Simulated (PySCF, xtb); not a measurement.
Ga(OMe)(PH2)2 (CH₇GaOP₂), SMILES [PH2][Ga]([O]C)[PH2].

GFN2-xTB (xtb) at its own geometry gives an orbital gap of 2.65 eV and a dipole moment of 2.34 D.

Geometry optimised at B3LYP-D3(BJ)/def2-SVP. Other conformers were not sampled.

Question: What does PBE/def2-TZVP (PySCF) give? (The exact figures need the calculation; the answer reports its results.)

Answer: gap 4.13 eV (levels -6.01 and -1.88 eV), dipole 1.28 D.
